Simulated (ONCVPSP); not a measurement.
# Zn (Z = 30): excitation energies, all-electron against ONCV

| Property | Result |
| --- | --- |
| Element | zinc (Zn) |
| Generator | ONCVPSP 4.0.1 |
| Type | optimised norm-conserving Vanderbilt (ONCV) |
| Functional | LDA (Perdew-Wang 92) |
| Relativity | scalar-relativistic |
| Frozen core | [Ne] |
| Valence charge | 20 |
| Reference configuration | 3s2 3p6 3d10 4s1 4p1 |
| Partial waves | 3s+4s: rc 1.15 bohr, ncon 4, nbas 8, qcut 11.4 1/bohr, 2 projectors; 3p+4p: rc 1.35 bohr, ncon 4, nbas 7, qcut 11.9 1/bohr, 2 projectors; 3d: rc 0.75 bohr, ncon 5, nbas 10, qcut 17.2 1/bohr, 2 projectors, debl 3.6 Ha |
| Local potential | polynomial inside 0.55 bohr (lpopt 2, dvloc0 0 Ha) |
| Core correction | Teter function, fcfact 2, rcfact 1.7 |

Energies are relative to the spin-unpolarised reference configuration 3s2 3p6 3d10 4s1 4p1; without spin polarisation the order of configurations can differ from experiment.

Give the all-electron excitation energy and the error of the potential for: 3s2 3p6 3d10 4s2 4p0; 3s2 3p6 3d10 4s1 4p0; 3s2 3p6 3d10 4s0 4p0; 3s2 3p6 3d10 4s0 4p2.

```tsv
valence configuration	charge	ΔE all-electron (eV)	error AE − PS (meV)
3s2 3p6 3d10 4s2 4p0	0	-5.183	-0.1
3s2 3p6 3d10 4s1 4p0	+1	5.001	-1.6
3s2 3p6 3d10 4s0 4p0	+2	23.764	-2.4
3s2 3p6 3d10 4s0 4p2	0	5.571	+0.7
```
